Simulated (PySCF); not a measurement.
Cards and structures have been mixed up. Pair them.

Structures:
1. `[Si-]#[S+]`
2. `C=C/C=C\[S@@](C)=O`
3. `N#CCOC=O`
4. `BC#CC`

Card P (geometry PBE0-D3(BJ)/def2-SVP):
* Rotational constant B (linear): 9.002 GHz
* Static isotropic polarisability (CAM-B3LYP/def2-SVPD): 48.7 au
* HOMO energy (CAM-B3LYP/def2-SVPD): -9.43 eV
* Lowest singlet excitation (TDDFT CAM-B3LYP/def2-SVPD): 4.10 eV (303 nm, f = 0.000)
* Lowest triplet excitation (Tamm–Dancoff) (TDA CAM-B3LYP/def2-SVPD): 3.31 eV
* Vertical ionisation energy (ΔSCF CAM-B3LYP/def2-SVPD): 10.57 eV

Card Q (geometry PBE0-D3(BJ)/def2-SVP):
* Rotational constants A, B, C: 4.994, 1.089, 1.047 GHz
* Static isotropic polarisability (CAM-B3LYP/def2-SVPD): 94.7 au
* Lowest singlet excitation (TDDFT CAM-B3LYP/def2-SVPD): 4.53 eV (274 nm, f = 0.067)
* Isotropic shieldings of nuclei other than C and H, by class (GIAO PBE0/pcSseg-1): 275 (1 O), 214 (1 S) ppm
* Dipole moment (CAM-B3LYP/def2-SVPD): 4.72 D
* Strongest line among the 10 lowest singlet transitions (TDDFT CAM-B3LYP/def2-SVPD): S3 at 5.76 eV (215 nm, f = 0.435)

Card R (geometry PBE0-D3(BJ)/def2-SVP):
* Rotational constants A, B, C: 9.740, 2.133, 1.991 GHz
* Static isotropic polarisability (wB97X-D/def2-SVPD): 46.5 au
* Strongest line among the 10 lowest singlet transitions (TDDFT wB97X-D/def2-SVPD): S8 at 8.93 eV (139 nm, f = 0.201)
* Largest of the computed one-bond spin–spin couplings (means over like bonds) (B3LYP/pcJ-1): 13C–1H +243.4, 13C–1H +160.3 (×2), 13C–13C +76.9, 17O–13C +43.0, 17O–13C +27.2, 17O–13C +19.3, 15N–13C -18.4 Hz
* HOMO energy (wB97X-D/def2-SVPD): -11.15 eV
* 13C chemical shifts (computed TMS as zero) by class (GIAO CAM-B3LYP/pcSseg-2): 169.4 (1 C), 124.1 (1 C), 46.0 (1 C) ppm
* Lowest singlet excitation (TDDFT wB97X-D/def2-SVPD): 6.01 eV (206 nm, f = 0.001)

Card S (geometry PBE0-D3(BJ)/def2-SVP):
- Rotational constants A, B, C: 93.708, 3.519, 3.465 GHz
- Static isotropic polarisability (wB97X-D/def2-SVPD): 54.1 au
- Strongest line among the 10 lowest singlet transitions (TDDFT wB97X-D/def2-SVPD): S8 at 8.05 eV (154 nm, f = 0.918)
- HOMO energy (wB97X-D/def2-SVPD): -9.30 eV
- Lowest triplet excitation (Tamm–Dancoff) (TDA wB97X-D/def2-SVPD): 3.55 eV
- Isotropic shieldings of nuclei other than C and H, by class (GIAO PBE0/pcSseg-1): 34 (1 B) ppm
- Lowest singlet excitation (TDDFT wB97X-D/def2-SVPD): 3.82 eV (325 nm, f = 0.000)

Species are written as SMILES; each is one conformer at its optimised geometry, gas phase, non-relativistic unless stated. Electronic properties by PySCF. NMR classes are plain means over equivalent atoms (diastereotopic ones count apart unless rotation or inversion swaps them), as if these changed places fast.

Problem. Which card belongs to which structure?

Solution. P = 1, Q = 2, R = 3, S = 4. What ties each card to its structure:
- 1 (card P), SiS, monoisotopic mass 59.9 u, 2 heavy atoms: a linear rotor with B = 9.002 GHz, the highest such constant on the cards; polarisability 48.7 au for 30 electrons.
- 2 (card Q), C5H8OS, monoisotopic mass 116.0 u, 7 heavy atoms: an asymmetric top with C = 1.047 GHz, the lowest such constant on the cards; polarisability 94.7 au for 62 electrons; dipole 4.72 D.
- 3 (card R), C3H3NO2, monoisotopic mass 85.0 u, 6 heavy atoms: 3 C in 3 classes; the least shielded carbon (169.4 ppm) is an ester carbonyl carbon; an asymmetric top with C = 1.991 GHz; polarisability 46.5 au for 44 electrons.
- 4 (card S), C3H5B, monoisotopic mass 52.0 u, 4 heavy atoms: a nearly prolate symmetric top with C = 3.465 GHz; polarisability 54.1 au for 28 electrons.
